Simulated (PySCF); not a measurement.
Some computed properties have been withheld. Give your best values.

Species: C2H11NOSi3.
SMILES: `N[Si@@H](C=O)C[SiH2][SiH3]`

Conformer (atom-mapped SMILES and torsion angles): `[NH2:1][Si@@H:2]([CH:3]=[O:4])[CH2:5][SiH2:6][SiH3:7]`: N1–Si2–C3–O4 -15°, N1–Si2–C5–Si6 71°, Si2–C5–Si6–Si7 -75°, H–N1–Si2–C3 26°, H–N1–Si2–C3 170°.

```json
{"property": "point group of the GFN2-xTB geometry", "level": "GFN2-xTB", "value": "?"}
{"property": "rotational constants A, B, C of the GFN2-xTB geometry", "level": "GFN2-xTB", "value": "2.941, 0.628, 0.552 GHz"}
{"property": "dipole moment", "level": "PBE0/def2-SVPD", "value": "?"}
{"property": "HOMO energy", "level": "PBE0/def2-SVPD", "value": "?"}
{"property": "LUMO energy", "level": "PBE0/def2-SVPD", "value": "?"}
{"property": "lowest singlet excitation", "level": "TDDFT PBE0/def2-SVPD", "value": "?"}
{"property": "strongest line among the 8 lowest singlet transitions", "level": "TDDFT PBE0/def2-SVPD", "value": "S3 at 5.81 eV (214 nm, f = 0.022)"}
{"property": "lowest triplet excitation (Tamm–Dancoff)", "level": "TDA PBE0/def2-SVPD", "value": "?"}
{"property": "static isotropic polarisability", "level": "PBE0/def2-SVPD", "value": "?"}
{"property": "electronic spatial extent ⟨r²⟩ about the centre of nuclear charge", "level": "PBE0/def2-SVPD", "value": "2027 bohr²"}
{"property": "13C chemical shifts (computed TMS as zero) by class", "level": "GIAO PBE0/pcSseg-1", "value": "247.9 (1 C), -7.2 (1 C) ppm"}
{"property": "1H chemical shifts (computed TMS as zero) by class", "level": "GIAO PBE0/pcSseg-1", "value": "12.19 (1 H), 5.06 (1 H), 4.42 (1 H), 4.19 (1 H), 3.50 (3 H), 0.72 (2 H), 0.22 (1 H), -0.05 (1 H) ppm"}
{"property": "isotropic shieldings of nuclei other than C and H, by class", "level": "GIAO PBE0/pcSseg-1", "value": "258 (1 N), -578 (1 O), 385 (1 Si), 428 (1 Si), 467 (1 Si) ppm"}
```

Electronic properties: PySCF, gas phase, density fitting. GFN2-xTB frequencies show an imaginary mode (66i cm⁻¹), so this geometry is no minimum at that level. NMR classes are plain means over equivalent atoms (diastereotopic ones count apart unless rotation or inversion swaps them), as if these changed places fast; in this geometry the members of some classes differ.

Task: What is the HOMO energy?

Result: -6.95 eV.

Task: Give the lowest triplet excitation (Tamm–Dancoff).

Result: 2.49 eV.

Task: Give the static isotropic polarisability.

Result: 119.2 au.

Task: What is the dipole moment?

Result: 1.96 D.

Task: Give the LUMO energy.

Result: -1.55 eV.

Task: What is the lowest singlet excitation?

Result: 3.22 eV (385 nm, f = 0.001).

Task: What is the point group of the GFN2-xTB geometry?

Result: C1.

The polarisability is 17.66 Å³ as a volume (1 au = 0.148185 Å³), or 1.49 au for each of the 80 electrons. In atomic units the dipole is 0.77 e·bohr (1 au = 2.5417 D). With B = h/(8π²I), that is 505.379 GHz u Å² over I, the principal moments of inertia are 171.9, 804.3 and 915.7 u Å² (most abundant isotopes). The principal polarisabilities are 96.9, 118.0 and 142.6 au; their mean is the isotropic value. 1 of the 8 computed singlets lies in the visible range (750 to 380 nm, 1.65 to 3.26 eV), with an oscillator strength of 0.001.

One conformer stands for the species.
